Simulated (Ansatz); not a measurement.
```xyz
13

C    -0.604   -1.458    2.128
C    -0.388   -1.205    0.842
S     1.189   -0.904    0.162
C     0.754    0.027   -1.328
Si    0.107    1.750   -0.934
H     0.192   -1.417    2.863
H    -1.593   -1.729    2.474
H    -1.202   -1.243    0.123
H     1.682    0.104   -1.899
H     0.056   -0.555   -1.937
H     1.151    2.505   -0.197
H    -0.226    2.471   -2.195
H    -1.118    1.654   -0.102
```

Charge 0, multiplicity 1.

Question: List the PBE0/def2-TZVPP orbital energies in eV (Ansatz 0.2.0). (Best estimate.)

Answer: Computed: Occupied: -2422.65, -1802.47, -279.11, -279.02, -278.13, -217.94, -161.80, -161.71, -161.57, -144.84, -99.49, -99.48, -99.48, -23.08, -21.07, -18.29, -15.76, -14.80, -13.26, -12.81, -11.41, -11.21, -10.30, -9.68, -9.58, -8.96, -8.71, -6.17. Lowest empty: -0.21, 0.43, 1.04, 1.30, 1.43, 1.89, 2.07, 2.20.
